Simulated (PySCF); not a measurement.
Screening by computed properties: pick the candidate that meets the target.

Species are written as SMILES; each is one conformer at its optimised geometry, gas phase, non-relativistic unless stated. Electronic properties by PySCF.

The conformers computed, where there is a choice (atom-mapped SMILES and torsion angles):
- `[O:1]=[CH:2][c:3]1[cH:4][o:5][c:6]([CH2:7][CH2:8][SiH3:9])[n:10]1`: O1–C2–C3–C4 0°, O5–C6–C7–C8 71°, C6–C7–C8–Si9 56°
- `[CH3:1]/[CH:2]=[C:3](\[CH3:4])[CH2:5]/[CH:6]=[N:7]/[CH3:8]`: C2–C3–C5–C6 106°, C3–C5–C6–N7 101°
- `[CH3:1]/[N:2]=[CH:3]\[CH2:4][CH:5]=[C:6]([CH3:7])[CH3:8]`: N2–C3–C4–C5 114°, C3–C4–C5–C6 88°
- `[CH2:1]=[CH:2][C@@H:3]([CH3:4])[CH:5]1[CH2:6][NH:7][CH2:8]1`: C1–C2–C3–C4 119°, C2–C3–C5–C6 169°
- `[CH3:1][CH2:2][CH2:3][Si:4]([CH3:5])([CH3:6])[O:7][SiH3:8]`: C1–C2–C3–Si4 180°, C2–C3–Si4–C5 63°
- `[CH3:1][O:2][c:3]1[cH:4][cH:5][c:6]([C:7](=[O:8])[F:9])[cH:10][cH:11]1`: C1–O2–C3–C4 180°, C5–C6–C7–O8 180°

Problem. Wanted: smallest rotational constant below 0.6 GHz (GFN2-xTB) and HOMO energy below -6.5 eV (PBE0/pcSseg-1), at GFN2-xTB geometries. Which candidate meets both?
A. `C/N=C\CC=C(C)C`
B. `O=CC1=COC(CC[SiH3])=N1`
C. `C/N=C/C/C(=C/C)C`
D. `C=C[C@@H](C)C1CNC1`
E. `C[Si](O[SiH3])(C)CCC`

Solution. B. Computed values:
```
               species  smallest rotational constant  HOMO energy
O=CC1=COC(CC[SiH3])=N1                     0.561 GHz     -7.55 eV
  C[Si](O[SiH3])(C)CCC                     0.621 GHz     -7.68 eV
        C/N=C\CC=C(C)C                     0.816 GHz     -6.39 eV
      C/N=C/C/C(=C/C)C                     0.870 GHz     -6.68 eV
    C=C[C@@H](C)C1CNC1                     1.080 GHz     -6.26 eV
```

Problem. Wanted: dipole moment between 3 D and 5 D (PBE0/pcSseg-1) and HOMO–LUMO gap below 7 eV (PBE0/pcSseg-1), at GFN2-xTB geometries. Which candidate meets both?
A. `C/C=C(\C)C/C=N/C`
B. `COc1ccc(C(=O)F)cc1`
C. `CCC[Si](C)(C)O[SiH3]`
D. `C/N=C\CC=C(C)C`
E. `O=Cc1coc(CC[SiH3])n1`

Solution. E. Computed values:
```csv
species,dipole moment,HOMO–LUMO gap
CCC[Si](C)(C)O[SiH3],0.52 D,8.17 eV
C/C=C(\C)C/C=N/C,1.25 D,6.59 eV
C/N=C\CC=C(C)C,1.85 D,6.43 eV
O=Cc1coc(CC[SiH3])n1,3.82 D,5.81 eV
COc1ccc(C(=O)F)cc1,5.44 D,5.53 eV
```
